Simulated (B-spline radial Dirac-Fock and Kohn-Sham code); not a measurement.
Compton profile of Pm⁺

System: promethium as Pm⁺ in the configuration [Xe] 4f5 6s1.

The computed values come from an atomic code on a B-spline grid: the impulse approximation on relativistic Hartree-Fock (Dirac-Fock) wave functions, averaged over the configuration. pz is in atomic units of momentum; subshell profiles are per electron, for a selection of subshells; open shells are spread over both j values by their weights.

| pz | J total | J 2p1/2 | J 3p1/2 | J 4p3/2 | J 6s1/2 |
| --- | --- | --- | --- | --- | --- |
| 0 | 9.865 | 0.0228 | 0.0613 | 0.148 | 1.75 |
| 0.1 | 9.634 | 0.0228 | 0.0613 | 0.148 | 1.54 |
| 0.2 | 9.084 | 0.0228 | 0.0613 | 0.148 | 1.05 |
| 0.3 | 8.488 | 0.0228 | 0.0613 | 0.148 | 0.570 |
| 0.4 | 8.011 | 0.0228 | 0.0613 | 0.148 | 0.258 |
| 0.5 | 7.655 | 0.0228 | 0.0613 | 0.148 | 0.121 |
| 0.6 | 7.351 | 0.0228 | 0.0613 | 0.148 | 0.0844 |
| 0.8 | 6.707 | 0.0228 | 0.0613 | 0.147 | 0.0788 |
| 1 | 6.011 | 0.0228 | 0.0612 | 0.145 | 0.0570 |
| 1.2 | 5.377 | 0.0228 | 0.0612 | 0.142 | 0.0308 |
| 1.4 | 4.869 | 0.0228 | 0.0611 | 0.138 | 0.0144 |
| 1.6 | 4.486 | 0.0228 | 0.0610 | 0.132 | 0.00697 |
| 1.8 | 4.197 | 0.0228 | 0.0609 | 0.125 | 0.00442 |
| 2 | 3.965 | 0.0228 | 0.0607 | 0.117 | 0.00387 |
| 2.5 | 3.475 | 0.0228 | 0.0599 | 0.0931 | 0.00364 |
| 3 | 2.998 | 0.0228 | 0.0587 | 0.0680 | 0.00256 |
| 4 | 2.134 | 0.0227 | 0.0544 | 0.0296 | 0.000701 |
| 5 | 1.548 | 0.0226 | 0.0480 | 0.0126 | 0.000317 |
| 7 | 0.9834 | 0.0221 | 0.0316 | 0.00839 | 0.000245 |
| 10 | 0.5994 | 0.0206 | 0.0119 | 0.00496 | 4.70e-05 |
| 15 | 0.2819 | 0.0163 | 0.00247 | 0.000676 | 2.39e-05 |
| 20 | 0.1485 | 0.0112 | 0.00213 | 0.000466 | 1.03e-05 |
| 30 | 0.05274 | 0.00427 | 0.00118 | 0.000247 | < 1e-6 |
| 40 | 0.02347 | 0.00151 | 0.000432 | 8.01e-05 | < 1e-6 |
| 60 | 0.006814 | 0.000225 | 6.08e-05 | 9.03e-06 | < 1e-6 |
| 100 | 0.001098 | 1.35e-05 | 3.39e-06 | < 1e-6 | < 1e-6 |

J(0) = 9.865. The 6s1/2 subshell gives the largest part, 18 %.

Mean momentum ⟨p⟩ by subshell (a.u.): 1s1/2 58.8, 2s1/2 20.9, 2p1/2 27.9, 2p3/2 25.8, 3s1/2 10.4, 3p1/2 12.5, 3p3/2 11.9, 3d3/2 14.2, 3d5/2 14.0, 4s1/2 5.20, 4p1/2 5.79, 4p3/2 5.54, 4d3/2 5.91, 4d5/2 5.81, 4f5/2 4.91, 4f7/2 4.86, 5s1/2 1.97, 5p1/2 2.03, 5p3/2 1.91, 6s1/2 0.588.
